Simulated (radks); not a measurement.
Q: Valence configurations of Pt I (all share [Xe]). Method: Dirac Kohn-Sham, PBE, spin-unpolarised, spherical densities, finite nucleus; open shells fill j = l - 1/2 first; Fermi nuclear charge, rms radius 5.427 fm; computed with a radial shooting solver on a logarithmic mesh with Libxc functionals. Order these by energy: 4f13.5 5d9.5 6s1; 4f13 5d9 6s2; 4f13.5 5d9 6s0.5 6p1; 4f13.5 5d9 6s1 6p0.5; 4f14 5d9 6s1; 4f14 5d9.5 6s0.5; 4f14 5d8 6s1 6p1; 4f13 5d9 6s1 6p1; 4f13 5d9 6s0.5 6p1.5; 4f13.5 5d8.5 6s1 6p1.

A: From the lowest, in eV above it: 4f14 5d9 6s1 0.000; 4f14 5d9.5 6s0.5 0.138; 4f14 5d8 6s1 6p1 5.428; 4f13.5 5d9.5 6s1 32.552; 4f13.5 5d9 6s1 6p0.5 35.243; 4f13.5 5d9 6s0.5 6p1 37.698; 4f13.5 5d8.5 6s1 6p1 38.488; 4f13 5d9 6s2 68.943; 4f13 5d9 6s1 6p1 74.030; 4f13 5d9 6s0.5 6p1.5 76.678. NIST lists [Xe] 4f14 5d9 6s1 as the ground configuration; this level of theory agrees among the configurations tried. The energies are those of spherical spin-averaged densities, not of single terms.
